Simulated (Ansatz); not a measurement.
CH3SZn (`[CH3][Zn][S]`) radical at its PBE0-D4/def2-TZVP geometry, where that method's forces vanish. Total charge 0; spin multiplicity 2.

```xyz
6

C    -0.1462    0.7866   -0.1594
Zn    0.2038   -1.0761    0.2201
S     0.5954   -3.1762    0.6465
H    -0.3743    1.3299    0.7598
H    -0.9991    0.8828   -0.8349
H     0.7204    1.2531   -0.6321
```

**Question.** What forces (eV/Å) does ωB97M-V/def2-TZVPP give on these atoms in the Gaussian-basis code of Ansatz? (An estimate is asked.)

**Answer.** Ansatz gave: 
```
C1  -0.007  0.027 -0.006
Zn2  0.009 -0.046  0.009
S3  -0.008  0.042 -0.009
H4   0.017 -0.024 -0.088
H5   0.072  0.017  0.056
H6  -0.083 -0.017  0.038
```
